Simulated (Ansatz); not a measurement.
Two isomers of C3HF5: A = `FC(F)=C(F)C(F)F`, B = `FC(F)=CC(F)(F)F`.

Isolated molecules relaxed with PBE0-D4/def2-TZVP in Ansatz; ΔE leaves out vibrations. CCSD(T)/CBS adds triple-zeta CCSD(T) − MP2 to the extrapolated MP2 energy (def2 sets, frozen cores). DFT in def2-TZVPP. B3LYP here is the variant with VWN-RPA as its local correlation; programs differ in this. One conformer a species, not always the lowest.

Which isomer does CCSD(T)/CBS put lower? Give the gap. (Estimate.)

Ansatz gave: B, by 20.6 kcal/mol.

Give E(B) − E(A) in kcal/mol with ωB97M-V, CCSD/def2-TZVPP, MP2/def2-TZVPP, CCSD(T)/def2-SVP, B3LYP-D4, B2PLYP, B3LYP. (An estimate is asked.)

Computed: ωB97M-V -21.4, CCSD/def2-TZVPP -21.3, MP2/def2-TZVPP -22.3, CCSD(T)/def2-SVP -24.1, B3LYP-D4 -19.3, B2PLYP -20.5, B3LYP -19.2. None reverses the order clearly.

Does the order hold for the free energy at 298.15 K (harmonic terms from PBE0-D4)? (An estimate is asked.)

Ansatz gave: Yes: G(B) − G(A) = -21.2 kcal/mol, for one conformer each. Modes under 60 cm⁻¹, often nearly free rotors, make the harmonic entropy too high.

Largest T1 diagnostic: 0.013.

From PBE to PBE0 (25 % exact exchange), in def2-TZVPP and without D4, E(B) − E(A) moves by −1.4 kcal/mol. At CCSD(T), def2-SVP lies −3.4 kcal/mol from the extrapolated value and def2-TZVPP −0.6 kcal/mol.
